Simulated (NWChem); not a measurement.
Species: GaO, doublet; SMILES [O]=[Ga]

```xyz
2

Ga     0.0000     0.0000    -0.3501
O      0.0000     0.0000     1.3568
```
Atoms are numbered in this order, from 1.

Results from NWChem. Spin-unrestricted. Coordinates come from a PBE0/def2-SVP, spin-unrestricted optimisation. No stability test was run on the SCF state.

For level PBE/def2-QZVP:

```
Item                         Value
---------------------------  -----
highest occupied level (eV)  -6.54
dipole (D)                    3.65
```

**Question.** What are these values for level PBE/3-21G?

**Answer.** The highest occupied level (eV) comes out as -6.13 and the dipole (D) comes out as 2.48.
